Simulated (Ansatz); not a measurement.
Correlation energies of `C[BH-](C)[AsH3+]` by basis set

Z-matrix (Å, degrees):
```
C
B 1 1.605
H 1 1.095 2 114.8
H 1 1.097 2 107.6 3 117.9
H 1 1.096 2 113.6 3 -124.8
C 2 1.605 1 117.1 3 174.5
As 2 2.152 1 105.3 3 58.0
H 2 1.218 1 114.8 3 -46.5
H 6 1.095 2 114.8 1 -174.6
H 6 1.097 2 107.6 1 67.5
H 6 1.096 2 113.6 1 -49.8
H 7 1.509 2 118.6 1 -177.3
H 7 1.512 2 121.2 1 62.0
H 7 1.509 2 118.5 1 -58.6
```

The species carries charge 0 and has multiplicity 1. Correlated methods include outer-core shells of As, which these sets cover unevenly. Scalar relativity is left out up to krypton. Geometry: relaxed with PBE0-D4/def2-TZVP. Frozen core, restricted reference, Ansatz 0.2.0.

| basis | HF (Eh) | MP2 corr. | CCSD corr. | (T) | CCSD(T) total |
| --- | --- | --- | --- | --- | --- |
| def2-SVP | -2340.05978 | -0.65055 | -0.70895 | -0.02000 | -2340.78873 |
| def2-TZVPP | -2340.45244 | -0.77690 | -0.82911 | -0.03049 | -2341.31204 |
| def2-QZVPP | -2340.50292 | -1.08842 | – | – | – |
